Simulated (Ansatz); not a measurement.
Calculated with Ansatz (gas phase, PBE0-D4/def2-TZVP geometries, no zero-point term in ΔE). CCSD(T)/CBS adds triple-zeta CCSD(T) − MP2 to the extrapolated MP2 energy (def2 sets, frozen cores). This one scheme is used for every species. DFT in def2-TZVPP. Each species was taken in one conformer, which may not be the lowest.

`C=C[SiH](O)Cl` + H₂ → `C=C[SiH2]O` + HCl  (hydrogenolysis of the Si–Cl bond)

`C=C[SiH](O)Cl`:

Z-matrix (Å, degrees):
```
Si
C 1 1.848
Cl 1 2.063 2 107.2
O 1 1.635 2 112.0 3 -121.5
H 1 1.476 2 113.6 3 118.4
C 2 1.331 1 122.2 3 132.8
H 2 1.088 1 119.0 3 -47.4
H 4 0.959 1 117.9 2 67.5
H 6 1.086 2 122.2 1 179.9
H 6 1.086 2 121.6 1 0.1
```

H₂:

```xyz
2

H     0.011    0.335   -0.163
H    -0.011   -0.335    0.163
```

`C=C[SiH2]O`:

```xyz
10

C    -1.128    1.137    0.356
C     0.145    0.802    0.548
Si    0.863   -0.808   -0.037
O    -0.220   -1.651   -0.952
H    -1.819    0.468   -0.150
H    -1.539    2.082    0.697
H     0.792    1.509    1.067
H     2.109   -0.524   -0.806
H     1.195   -1.690    1.109
H    -0.399   -1.323   -1.833
```

HCl:

Z-matrix (Å, degrees):
```
Cl
H 1 1.279
```

```tsv
level	ΔE (kJ/mol)
LDA (SPW92)	93.9
BLYP	86.3
BHLYP	87.3
CAM-B3LYP	87.2
LC-ωPBE	89.7
CCSD/def2-SVP	77.8
CCSD/def2-TZVPP	87.2
CCSD(T)/def2-TZVPP	91.0
```

Task: What does CCSD(T)/CBS give? (An estimate is asked.)

Result: Ansatz gave: +96.4 kJ/mol. The listed levels differ from it by -2.5, -10.1, -9.1, -9.2, -6.7, -18.6, -9.2, -5.4 kJ/mol.

Largest T1 diagnostic among the species: 0.011.

Leaving LDA and LC-ωPBE aside and taking each functional with its dispersion term where it has one, the values, not all of them listed here, spread over 9.7 kJ/mol, from CAM-B3LYP-D4 to r2SCAN-D4. In def2-TZVPP, CCSD(T) changes the Hartree–Fock value by +9.3 kJ/mol (the triples alone add +3.8 kJ/mol) and MP2 by +19.5 kJ/mol. The D4 term adds +8.7 kJ/mol with B3LYP and +4.7 kJ/mol with PBE0; it sums over pairs of atoms, weighted by their polarisabilities, and B3LYP, whose exchange is more repulsive, gets the larger term.

B3LYP here is the variant with VWN-RPA as its local correlation; programs differ in this.
